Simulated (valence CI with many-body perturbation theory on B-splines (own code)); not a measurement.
**A CI+MBPT run for Dy XXXIV**

Calculated by valence CI with perturbative core correlation (CI+MBPT): five valence electrons over a frozen Dirac-Fock core [Ar] 3d10, radial functions for each j: 6 s, 6 p, 5 d, 3 f, 1 g, with the one-electron correlation potential Σ1 (screened to all orders), the two-electron term Σ2, the three-electron term Σ3, Breit, model QED; selected single and double excitations, second order for the rest (own B-spline code, finite nucleus).

Command, and the settings that its task file holds:

```sh
python run_cv.py task.json out
```

```
atom Dy  Z=66  mass_number=164  rms_radius_fm=5.2218
core [Ar] 3d10
valence 4s2 4p3
avg = 1
basis = S
breit = 1
cap = 10000
capref = 1200
cscale = 1
de = 0.0
dress = 0
eps = 2e-07
h = 0.27
hh = 1
l2 = 3
lcore = 6
maxit = 60
n2 = 5
natural = 1
nlev = 21
nno = [3, 3, 3, 2, 1]
nroot = 26
nsp = [3, 3, 2, 1, 0]
pt2 = 1
qed = 1
rpa = 1
s1 = 1
s2 = 1
s3 = 1
screen = 1
tol = 2e-05
```

It took 65 s on 1 thread of Arm Neoverse N1 (shared host).

Log. The first blocks belong to the next ion, which gives the ionisation energy. Fields: 2J, parity (1 odd), roots, reference size, generating configurations, candidates as configurations/state functions, variational space P, stored matrix elements, Davidson steps; e2 is the range of second-order energies in hartree. The first line gives the box (bohr), its intervals, the orbitals and the steps of their self-consistent field. Window is the range of levels sought, series limit the energy at which the first omitted orbital would enter, core excitation an estimate of the first excitation out of the core, left out the lowest levels not solved, and shifts from estimates the range by which levels moved from their first estimate, all in cm⁻¹.

```
rmax 3.4 intervals 57 orbitals 36 references ['4s2 4p3', '4s 4p4', '4s2 4p2 4d', '4p5', '4s 4p3 4d'] scf 4 t 1.5
2J=0 par=0 roots 2 ref 22 generators 8 cand 3162/5084 P 610/829 nnz 0 it 0
2J=0 par=0 roots 2 ref 22 generators 12 cand 4586/8226 P 839/1195 nnz 0 it 0
   second order: generators 23 cand 5877/10637 e2 -0.00008 -0.00006
reference levels 429, estimated 52, window 1529208 1/cm; series limit 5610194, core excitation 9262032
2J=3 par=1 roots 4 ref 39 generators 16 cand 8506/90980 P 912/3542 nnz 1.3e+06 it 4
2J=3 par=1 roots 4 ref 39 generators 32 cand 11896/136327 P 1857/9240 nnz 8.1e+06 it 6
   second order: generators 48 cand 15006/205395 e2 -0.00104 -0.00019
2J=5 par=1 roots 2 ref 39 generators 10 cand 7889/96152 P 726/3532 nnz 1.5e+06 it 4
2J=5 par=1 roots 2 ref 39 generators 25 cand 12360/171327 P 1595/9316 nnz 8.6e+06 it 6
   second order: generators 39 cand 13670/215268 e2 -0.00107 -0.00033
2J=1 par=1 roots 2 ref 24 generators 11 cand 7264/46718 P 1064/3510 nnz 1.3e+06 it 4
2J=1 par=1 roots 2 ref 24 generators 21 cand 10508/71327 P 1642/6265 nnz 3.8e+06 it 6
   second order: generators 37 cand 14436/108925 e2 -0.00056 -0.00025
2J=5 par=0 roots 7 ref 69 generators 18 cand 9168/110806 P 774/3591 nnz 1.5e+06 it 10
2J=5 par=0 roots 7 ref 69 generators 35 cand 13265/193190 P 1843/9999 nnz 8.8e+06 it 11
   second order: generators 60 cand 17971/314488 e2 -0.00187 -0.00085
2J=3 par=0 roots 8 ref 66 generators 16 cand 8296/80344 P 825/3579 nnz 1.4e+06 it 7
2J=3 par=0 roots 8 ref 66 generators 32 cand 12877/148759 P 1975/9982 nnz 8.4e+06 it 9
   second order: generators 59 cand 17433/242985 e2 -0.00161 -0.00069
2J=1 par=0 roots 5 ref 42 generators 16 cand 8549/53416 P 1144/3545 nnz 1.2e+06 it 5
2J=1 par=0 roots 5 ref 42 generators 30 cand 11615/79168 P 2568/9718 nnz 7.4e+06 it 8
   second order: generators 53 cand 17277/140640 e2 -0.00045 -0.00017
2J=7 par=0 roots 4 ref 51 generators 14 cand 9559/121326 P 728/3568 nnz 1.6e+06 it 5
2J=7 par=0 roots 4 ref 51 generators 30 cand 12775/191472 P 1590/9995 nnz 1e+07 it 8
   second order: generators 48 cand 15330/267840 e2 -0.00123 -0.00076
2J=9 par=0 roots 2 ref 31 generators 9 cand 6023/72297 P 737/3537 nnz 1.8e+06 it 5
2J=9 par=0 roots 2 ref 31 generators 20 cand 10463/140854 P 1305/7688 nnz 7.5e+06 it 5
   second order: generators 36 cand 13568/217353 e2 -0.00053 -0.00048
left out: unestimated 2205548, estimated 1853120, shifts from estimates -35 to 36
operators 3.3
```

The Davidson iterations converged.

The last digits are not significant, and no measured levels were compared; by estimate large intervals hold to a few tenths of a per cent, small ones and those within an open d or f shell to about a per cent. Among the levels kept, up to 410 cm⁻¹ of a level comes from second order outside the variational space, and about a tenth of that is noise between levels of different J, which matters for small intervals.

```yaml
Valence_energy: -282.8417 hartree
Ionisation_energy: "1372.6 eV (NIST: 1371 ± 5 eV (theoretical))"
Reference_configurations_for_the_orbitals: 4s2 4p3, 4s 4p4, 4s2 4p2 4d, 4p5, 4s 4p3 4d
Radial_orbitals: 36
Box_radius: 3.371 bohr
Largest_variational_space: 9999
Lowest_levels: (4s^2 4p1/2^2 4p3/2) J=3/2 0.00, (4s^2 4p1/2 4p3/2^2) J=3/2 46.08, (4s^2 4p1/2 4p3/2^2) J=5/2 50.68, (4s^2 4p1/2 4p3/2^2) J=1/2 56.44, (4s^2 4p3/2^3) J=3/2 103.29, (4s 4p1/2^2 4p3/2^2) J=5/2 122.22, (4s^2 4p1/2^2 4d3/2) J=3/2 124.28, (4s 4p1/2^2 4p3/2^2) J=1/2 136.47, (4s 4p1/2^2 4p3/2^2) J=3/2 139.62, (4s^2 4p1/2^2 4d5/2) J=5/2 143.43, (4s 4p1/2 4p3/2^3) J=3/2 169.42, (4s^2 4p1/2 4p3/2 4d3/2) J=5/2 [a] 171.06, (4s^2 4p1/2 4p3/2 4d3/2) J=1/2 [a] 171.25, (4s^2 4p1/2 4p3/2 4d3/2) J=3/2 [a] 171.93 eV
```

Levels are named by their leading jj configuration (3d3/2^4 stands for four electrons in 3d with j = 3/2), which in mixed levels can hold well under half, so a name can repeat and another be missing. Letters in brackets count levels of one name in rising energy.
